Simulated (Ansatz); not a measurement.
`C[C@@H](F)[C@@H]1BC1`. Total charge 0; spin multiplicity 1. The geometry is a stationary point of PBE0-D4/def2-TZVP. It is one conformer, not always the lowest.

```xyz
14

C    -0.034    0.291    1.863
C     0.091    0.808    0.451
F     1.035    1.833    0.447
C     0.491   -0.247   -0.540
B     0.290   -0.101   -2.047
C    -0.617   -1.038   -1.261
H    -0.788   -0.498    1.907
H     0.921   -0.123    2.196
H    -0.326    1.093    2.544
H    -0.857    1.263    0.135
H     1.351   -0.835   -0.218
H     0.612    0.391   -3.073
H    -1.642   -0.720   -1.073
H    -0.527   -2.117   -1.330
```

**Question.** What is the dipole moment at B3LYP/def2-TZVPP? (An estimate is asked.)

**Answer.** Computed: 2.01 D, with components (-1.19, -1.62, 0.09) D in this frame, pointing from negative to positive charge.

**Question.** And with PBE, r2SCAN, ωB97M-V? (Best estimate.)

**Answer.** The calculation gave: PBE 1.94 D, r2SCAN 2.00 D, ωB97M-V 2.00 D.

**Question.** Give the Mulliken charges with B3LYP, PBE, r2SCAN in def2-TZVPP. (An estimate is asked.)

**Answer.** Ansatz gave: 
```csv
atom,B3LYP,PBE,r2SCAN
C1,-0.26,-0.25,-0.15
C2,0.21,0.17,0.25
F3,-0.26,-0.21,-0.25
C4,-0.07,-0.05,-0.03
B5,0.01,-0.01,0.03
C6,-0.27,-0.23,-0.23
H7,0.08,0.08,0.04
H8,0.08,0.08,0.04
H9,0.09,0.09,0.05
H10,0.03,0.02,-0.01
H11,0.08,0.08,0.06
H12,0.07,0.05,0.04
H13,0.09,0.09,0.07
H14,0.10,0.10,0.08
```

B3LYP here is the variant with VWN-RPA as its local correlation; programs differ in this.
